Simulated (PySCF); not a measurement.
## AlBi: frontier orbitals

B97-3 at R = 2.835 Å; Al def2-SVP, Bi def2-SVP with ECP60; scalar-relativistic core potentials (PySCF 2.14). State: ³Σ⁻ (triplet), unpaired electrons π ↑↑. Only the outer orbitals are listed, counted within each symmetry, core potentials removing the inner ones.

```
spin  orbital  occ.  ε (eV)  on Al (%)            main shells (%)
   α       7σ     1  -16.25          4                    96 Bi s
   α       8σ     1   -9.11         77           76 Al s, 19 Bi p
   α       4π     1   -5.95          9            91 Bi p, 8 Al p
   α       4π     1   -5.95          9            91 Bi p, 8 Al p
   α       9σ     1   -5.32         47  52 Bi p, 28 Al p, 19 Al s
   α       5π     0   -1.61         91            91 Al p, 8 Bi p
   α       5π     0   -1.61         91            91 Al p, 8 Bi p
   α      10σ     0    0.43         77           74 Al p, 27 Bi p
   β       7σ     1  -14.75          6                    94 Bi s
   β       8σ     1   -8.84         80           80 Al s, 15 Bi p
   β       9σ     1   -4.97         48  51 Bi p, 34 Al p, 13 Al s
   β       4π     0   -3.42         22           77 Bi p, 22 Al p
   β       4π     0   -3.42         22           77 Bi p, 22 Al p
   β       5π     0   -1.30         77           77 Al p, 22 Bi p
```

Question: Which are the highest filled and the lowest empty level, where do they sit, and how wide is the gap?

Answer: Highest filled β 9σ at -4.97 eV (in %: 51 Bi p, 34 Al p, 13 Al s); lowest empty β 4π at -3.42 eV (in %: 77 Bi p, 22 Al p); the gap at B97-3 is 1.55 eV.

```
bond order (Mayer)                               : 1.12
⟨S²⟩                                             : 2.005
charge on Al (Mulliken, basis-dependent)         : 0.21
charge on Al (Löwdin, basis-dependent)           : 0.08
dipole moment (positive dipole means Al(−)Bi(+)) : -0.45 D
```

These are scalar-relativistic numbers at best; spin–orbit coupling would shift them, the dissociation energy most. The state is the lowest determinant that a PBE0 search found; another state may lie lower at other levels.
